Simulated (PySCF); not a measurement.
Excitation energy of Mg by level of theory

Mg [Ne] 3s2 (1S) → Mg [Ne] 3s1 3p1, s spin flipped, as a difference of total energies. Computed with PySCF 2.14 in aug-cc-pVTZ with one added diffuse shell each of s, p, d, f type (7s6p4d3f, 66 functions), with no relativity, point nucleus. Correlated levels: valence: [Ne] frozen. The calculations carry no spin-orbit coupling.

```json
{"method": "UHF", "excitation energy (eV)": "3.099"}
{"method": "MP2 (valence)", "excitation energy (eV)": "3.303"}
{"method": "SCS-MP2 (valence)", "excitation energy (eV)": "3.344"}
```

Task: How much does correlation contribute at MP2 (valence)?

Result: 3.303 − (3.099) = 0.204 eV, measured against UHF.

The upper determinant mixes two multiplicities, so it lies between the two terms.

The coupled-cluster amplitudes are large for the upper state (T1 above 0.03 or a double amplitude above 0.15), so a single reference is strained.
